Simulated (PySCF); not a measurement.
Task: What does the PBE0-D3(BJ)/def2-TZVP structure of `Cc1ccc(C#N)cc1` (para-tolunitrile) look like in three dimensions?

Result: 
```
atom  x, y, z in Å
C1     2.498    0.123   -0.354
C2     1.016    0.056   -0.157
C3     0.340   -1.160   -0.248
C4    -1.023   -1.238   -0.045
C5    -1.747   -0.084    0.256
C6    -3.156   -0.154    0.464
N7    -4.294   -0.210    0.631
C8    -1.086    1.140    0.348
C9     0.280    1.199    0.142
H10    2.813   -0.497   -1.196
H11    2.830    1.145   -0.537
H12    3.023   -0.244    0.533
H13    0.895   -2.061   -0.486
H14   -1.539   -2.187   -0.120
H15   -1.649    2.035    0.578
H16    0.787    2.156    0.212
```

Any rigid rotation of these coordinates is as good. Atoms count from 1 in this order. The 9 heavy atoms lie in one plane (0.006 Å rms). The 6-membered ring C2–C3–C4–C5–C8–C9 has internal angles of 118.3° to 121.2°; it is planar, 0.00 Å rms from its mean plane, widest ring torsion 0°. The 8 C–C bonds span 1.381 Å (C3–C4, aromatic) to 1.496 Å (C1–C2, drawn single), a spread of 0.115 Å. Of the pairs four or more bonds apart, H11···H16 is among the closest relative to their van der Waals radii: 2.40 Å, 100 % of the sum of Bondi's values.

Bonds between heavy atoms (Å): C1–C2 1.496, C2–C3 1.394, C3–C4 1.381, C4–C5 1.395, C5–C6 1.426, C6≡N7 1.152, C5–C8 1.394, C8–C9 1.383, C2–C9 1.392.

The calculation used PBE0-D3(BJ)/def2-TZVP geometry optimisation, gas phase in PySCF.

No PBE0-D3(BJ)/def2-TZVP frequencies stand behind this structure, so it isn't proved a minimum.

On 2 threads of an Intel Xeon at 2.50 GHz, no GPU, shared host with 64 logical CPUs at a one-minute load of 57, this took 9.5 min wall, 20 min CPU and 2.0 GiB of memory at its peak. These figures are those of the optimisation.
